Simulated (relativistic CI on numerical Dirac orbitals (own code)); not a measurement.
Transition arrays of Pm XVII

These numbers are calculated, not measured: Dirac-Coulomb-Breit CI, KLI orbitals optimised for each configuration, QED by a radiative potential, valence Slater integrals scaled by 0.9, whole transition arrays (own radial code, finite nucleus).

Configuration list (outside the closed core [Ar] 3d10 4s2): 4p6.4d9, 4p6.4d8.4f, 4p5.4d10, 4p6.4d8.5p, 4p6.4d8.5f. Levels of other configurations are missing.

All E1 lines from the levels of 4p6.4d9; mean and standard deviation are weighted by gf, and upper levels are sorted by their leading configuration.

```tsv
Upper configuration	Lines	Σgf	Mean (eV)	Mean (nm)	σ (eV)	Strongest line (nm)
4p6.4d8.4f	82	93.1	163.93	7.563	2.73	7.535
4p5.4d10	2	0.2	114.30	10.847	1.57	10.794
4p6.4d8.5p	60	8.1	181.46	6.832	2.75	6.857
4p6.4d8.5f	81	3.9	275.79	4.496	3.00	4.467
```

Σgf per state of the lower configuration in bins of 0.1 nm over the central range (centre: value): 4.45: 0.20, 4.55: 0.18, 6.75: 0.20, 6.85: 0.40, 6.95: 0.10, 7.35: 0.68, 7.55: 5.69, 7.65: 2.89.

(1) How do configuration mixing and the scaling of the Slater integrals move the arrays?

## Answers

(1) Slater scale 0.9, no configuration mixing: 4p6.4d8.4f 162.5 ± 4.2 eV (Σgf 82.7), 4p5.4d10 132.7 ± 10.7 eV (Σgf 4.8), 4p6.4d8.5p 181.9 ± 2.6 eV (Σgf 10.9), 4p6.4d8.5f 275.4 ± 3.0 eV (Σgf 6.4); Slater scale 1: 4p6.4d8.4f 167.3 ± 2.7 eV (Σgf 95.1), 4p5.4d10 112.9 ± 1.6 eV (Σgf 0.2), 4p6.4d8.5p 180.5 ± 3.9 eV (Σgf 8.0), 4p6.4d8.5f 275.9 ± 3.1 eV (Σgf 3.8); Slater scale 0.8: 4p6.4d8.4f 160.5 ± 2.7 eV (Σgf 90.6), 4p5.4d10 115.7 ± 1.6 eV (Σgf 0.2), 4p6.4d8.5p 181.5 ± 2.5 eV (Σgf 8.7), 4p6.4d8.5f 275.7 ± 2.9 eV (Σgf 4.0). With mixing, levels are counted to their leading configuration, so an array can shrink or vanish into another, and the sums then hold other lines.
